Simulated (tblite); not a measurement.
C7H8Se.
SMILES with atom numbers: `[cH:1]1[cH:2][c:3]([CH:4]2[CH2:5][CH2:6]2)[cH:7][se:8]1` (hydrogens: H9 on C1; H10 on C2; H11 on C4; H12, H13 on C5; H14, H15 on C6; H16 on C7)

Computed with GFN2-xTB (tblite), gas phase: L-BFGS steps from a force-field or distance-geometry start until the largest atomic force falls under 0.01 eV/Å.

Step 22: E = -603.7495 eV
```
atom  x, y, z in Å  |  force x, y, z in eV/Å
C1      2.4618   -0.8266   -0.4933    0.023   0.002  -0.003
C2      1.1170   -0.8290   -0.3341    0.015   0.053   0.017
C3      0.5556    0.4258    0.0441    0.012  -0.032   0.006
C4     -0.8815    0.6436    0.2819   -0.029  -0.014   0.014
C5     -1.8989   -0.0640   -0.5748    0.013   0.025  -0.049
C6     -1.7343   -0.4595    0.8528    0.016   0.001   0.027
C7      1.4824    1.4161    0.1716    0.013  -0.003   0.006
Se8     3.2113    0.8406   -0.1746   -0.062  -0.024  -0.007
H9      3.0741   -1.6661   -0.7695    0.016   0.002  -0.009
H10     0.5214   -1.7137   -0.4829    0.006   0.000   0.006
H11    -1.1205    1.6519    0.6001    0.004  -0.012  -0.036
H12    -1.5227   -0.7291   -1.3354   -0.014  -0.036  -0.040
H13    -2.7870    0.4711   -0.8702   -0.025   0.045   0.010
H14    -1.2650   -1.4045    1.0732    0.032  -0.028   0.024
H15    -2.5030   -0.1847    1.5569   -0.040   0.011   0.025
H16     1.2816    2.4370    0.4427    0.021   0.010   0.010
```

Step 23: E = -603.7501 eV
```
atom  x, y, z in Å  |  force x, y, z in eV/Å
C1      2.4636   -0.8255   -0.4935    0.029   0.002  -0.006
C2      1.1189   -0.8300   -0.3345    0.021   0.033   0.010
C3      0.5563    0.4234    0.0440    0.014  -0.021   0.016
C4     -0.8799    0.6408    0.2820   -0.034  -0.008   0.002
C5     -1.8991   -0.0633   -0.5744   -0.006   0.000  -0.033
C6     -1.7353   -0.4587    0.8547   -0.007  -0.005  -0.002
C7      1.4810    1.4156    0.1729    0.020  -0.003  -0.001
Se8     3.2099    0.8423   -0.1746   -0.040  -0.013  -0.005
H9      3.0777   -1.6633   -0.7701    0.018  -0.006  -0.011
H10     0.5257   -1.7161   -0.4849   -0.002   0.004   0.010
H11    -1.1156    1.6503    0.5966   -0.013   0.008  -0.019
H12    -1.5298   -0.7314   -1.3359    0.003  -0.032  -0.029
H13    -2.7854    0.4753   -0.8695   -0.025   0.045   0.017
H14    -1.2699   -1.4061    1.0755    0.027  -0.009   0.018
H15    -2.5055   -0.1814    1.5569   -0.022   0.008   0.022
H16     1.2799    2.4369    0.4435    0.016  -0.004   0.009
```

Problem. Estimate the geometry and energy of step 24. (The exact step hangs on the optimiser's Hessian estimate; all steps are aligned on step 23, rigid shifts and turns removed.)

Solution. E = -603.7504 eV, largest force 0.039 eV/Å
```
atom  x, y, z in Å  |  force x, y, z in eV/Å
C1      2.4651   -0.8249   -0.4937    0.023  -0.002  -0.007
C2      1.1203   -0.8302   -0.3346    0.017   0.005   0.005
C3      0.5568    0.4219    0.0443    0.004  -0.007   0.021
C4     -0.8795    0.6391    0.2821   -0.018   0.002  -0.007
C5     -1.8993   -0.0629   -0.5747   -0.022  -0.018  -0.018
C6     -1.7361   -0.4584    0.8556   -0.026  -0.013  -0.015
C7      1.4805    1.4153    0.1736    0.012  -0.003  -0.001
Se8     3.2086    0.8430   -0.1748   -0.007   0.001  -0.003
H9      3.0798   -1.6620   -0.7706    0.019  -0.007  -0.011
H10     0.5281   -1.7170   -0.4857   -0.002   0.009   0.012
H11    -1.1131    1.6497    0.5944   -0.021   0.012  -0.011
H12    -1.5336   -0.7333   -1.3367    0.003  -0.016  -0.014
H13    -2.7850    0.4785   -0.8687   -0.010   0.032   0.020
H14    -1.2720   -1.4071    1.0770    0.016   0.013   0.012
H15    -2.5074   -0.1796    1.5571   -0.002   0.001   0.010
H16     1.2791    2.4367    0.4441    0.014  -0.010   0.008
```

The energy changes by -0.0003 eV. The first-order estimate −F·Δx gives -0.0004 eV and the mean of the old and new forces, exact on a quadratic surface, -0.0003 eV. The step makes an angle of 69° with the force vector and moves no atom by more than 0.004 Å.

The cost below is that of the whole relaxation. Hardware: Arm Neoverse N1, one thread, on a shared host. Cost: 0.37 s wall.
